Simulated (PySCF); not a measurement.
**TlGa⁻: energy against distance**

Set-up: Tl aug-cc-pVDZ-PP with ECP60, Ga aug-cc-pVDZ-PP with ECP10; scalar-relativistic core potentials (PySCF 2.14). Energies in eV from Tl + Ga⁻ in their ground configurations at the same level. State: ⁴Σ⁻ (quartet), unpaired electrons σ ↑, π ↑↑.

```tsv
R (Å)	LC-ωPBE
2.371	-1.554
2.481	-1.784
2.592	-1.884
2.674	-1.899
2.757	-1.877
2.840	-1.828
2.950	-1.734
3.088	-1.584
3.253	-1.380
3.474	-1.093
```

Put a parabola through the three lowest points of the LC-ωPBE curve and estimate Re, k and ωe (reduced mass 51.58 u; 1 eV/Å² = 0.16022 mdyn/Å; ωe = 1302.8·√(k/μ) cm⁻¹).

Through R = 2.592, 2.674, 2.757 Å the second-order coefficient is 2.72 eV/Å², so Re ≈ 2.667 Å, k ≈ 0.870 mdyn/Å and ωe ≈ 169 cm⁻¹. A polynomial fit of higher order to the unrounded LC-ωPBE energies gives Re = 2.663 Å, k = 0.887 mdyn/Å, ωe = 171 cm⁻¹; anharmonicity and rounding make the difference.

The higher-order fit for each curve: LC-ωPBE: Re = 2.663 Å, ωe = 171 cm⁻¹, De = 1.90 eV.

These are scalar-relativistic numbers at best; spin–orbit coupling would shift them, the dissociation energy most. For an ion De counts to the pair picked by the measured ionisation energies or electron affinities, which need not be the lowest pair at this level. The state is the lowest determinant that a PBE0 search found; another state may lie lower at other levels.
